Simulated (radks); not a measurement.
All-electron atom: Pt I in [Xe] 4f13 5d9 6s1 6p1 (not the ground configuration). All-electron calculation, Dirac Kohn-Sham, LDA (Slater exchange, Perdew-Wang correlation), spin-unpolarised, spherical densities, finite nucleus; open shells fill j = l - 1/2 first; Fermi nuclear charge, rms radius 5.427 fm. Program: a radial shooting solver on a logarithmic mesh with Libxc functionals. Some entries of the table are withheld. Estimate them.

orbital  occ.  eigenvalue (eV)  r(max) (bohr)
1s1/2       2        -78224.65        0.01063
2s1/2       2        -13748.08        0.06148
2p1/2       2        -13185.51        0.04533
2p3/2       4        -11458.72        0.05260
3s1/2       2        -3243.578         0.1730
3p1/2       2        -2989.479         0.1615
3p3/2       4        -2610.039         0.1764
3d3/2       4        -2183.659            (1)
3d5/2       6        -2101.827            (2)
4s1/2       2        -709.0242         0.3902
4p1/2       2        -601.0236         0.3884
4p3/2       4        -509.7847         0.4190
4d3/2       4        -332.0501         0.4121
4d5/2       6        -314.9940         0.4216
5s1/2       2        -110.0777         0.8613
4f5/2       6              (3)         0.3793
4f7/2       7              (4)         0.3838
5p1/2       2         -74.7752         0.9093
5p3/2       4         -58.8627         0.9879
5d3/2       4              (5)          1.195
5d5/2       5              (6)          1.234
6s1/2       1          -7.8929          2.266
6p1/2       1              (7)          2.917
6p3/2       0              (8)          3.360

Answer. 
(1) 3d3/2 r(max) (bohr): 0.1374
(2) 3d5/2 r(max) (bohr): 0.1415
(3) 4f5/2 eigenvalue (eV): -87.5362
(4) 4f7/2 eigenvalue (eV): -83.9628
(5) 5d3/2 eigenvalue (eV): -11.7362
(6) 5d5/2 eigenvalue (eV): -10.1458
(7) 6p1/2 eigenvalue (eV): -2.5995
(8) 6p3/2 eigenvalue (eV): -1.8437
